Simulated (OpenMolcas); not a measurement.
# Predicting a hybrid from its neighbours: GeH2Cl2 (dichlorogermane)

GeH2Cl2: 5 atoms, total charge 0, spin state singlet. As SMILES, `[Cl][GeH2][Cl]`. The coordinates come from a PBE0-D4/def2-TZVP relaxation.

The electronic atomisation energy y, in eV, basis def2-SVPD; a is the functional's share of exact exchange. Programs: OpenMolcas 26.06.

| functional | program | a | y (eV) |
| --- | --- | --- | --- |
| r2SCAN | OpenMolcas | 0 | 13.70 |
| PBE | OpenMolcas | 0 | 13.49 |
| B3LYP | OpenMolcas | 0.2 | ? |
| PBE0 | OpenMolcas | 0.25 | 13.43 |
| BHLYP | OpenMolcas | 0.5 | 12.95 |

Fit y = c + s·a to the known rows and predict B3LYP.


1. Means of the 4 rows: a = 0.1875, y = 13.393.
2. Σ(Δa)² = 0.17188, Σ(Δa·Δy) = -0.21188, so the slope is -0.21188/0.17188 = -1.2327.
3. Intercept: 13.393 − (-1.2327) × 0.1875 = 13.624. The largest residual of the fit is 0.13.
4. B3LYP: 13.624 + (-1.2327) × 0.2 = 13.38 eV.

The run gave 13.10 eV, so the prediction is off by +0.28 eV, more than the largest residual. The rows mix families of semi-local functionals, which the line can't see.
